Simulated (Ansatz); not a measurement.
InH2(CN) (CH2InN) was relaxed with PBE-D4 (def2-TZVP) in Ansatz in these states: charge +1 doublet, neutral singlet. The geometries follow in no particular order.

In the def2 sets In takes a core potential; there is no spin–orbit coupling.

A:

```csv
atom,x (Å),y (Å),z (Å)
In1,-0.8043,-0.0560,-0.1282
H2,-2.2387,-0.5207,-0.8454
H3,0.5865,-1.1722,-1.5283
C4,0.7756,0.6675,0.9445
N5,1.6809,1.0813,1.5574
```

B:

```xyz
5

In   -0.190    0.720    0.329
H     1.171    1.677    0.745
H    -1.875    0.997    0.483
C     0.310   -1.179   -0.545
N     0.583   -2.214   -1.011
```

Task: Judge from the bond lengths which geometry belongs to which state (an estimate).

Result: A is the charge +1 doublet (In1–H3 2.267 Å, In1–C4 2.042 Å, In1–H2 1.670 Å); B is the neutral singlet (In1–H3 1.715 Å, In1–C4 2.149 Å, In1–H2 1.715 Å).
